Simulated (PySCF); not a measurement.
2,2-dichloropropane (C3H6Cl2), SMILES CC(C)(Cl)Cl. Geometry: PBE-D3(BJ)/def2-SVP.

Level of theory: PBE-D3(BJ)/def2-SVP (PySCF).

Harmonic wavenumbers (cm⁻¹): 244, 267, 276, 297, 352, 354, 382, 551, 616, 902, 913, 971, 1084, 1130, 1187, 1333, 1345, 1391, 1396, 1407, 1419, 2982, 2986, 3077, 3082, 3101, 3102. Rotational constants (GHz): 3.621, 2.367, 2.089; symmetry number 2.

Q: Work out the zero-point energy and the ideal-gas rigid-rotor harmonic-oscillator thermochemistry at 298.15 K and 1 atm.

A: ZPE = ½ Σ hcν = ½ × 36145 cm⁻¹ = 51.67 kcal/mol. H − E(el) = 56.22 kcal/mol. Entropy in cal/(mol K): translation 40.08, rotation 25.91, vibration 11.34, total 77.33. G − E(el) = 33.17 kcal/mol. Cp = 24.47 cal/(mol K).
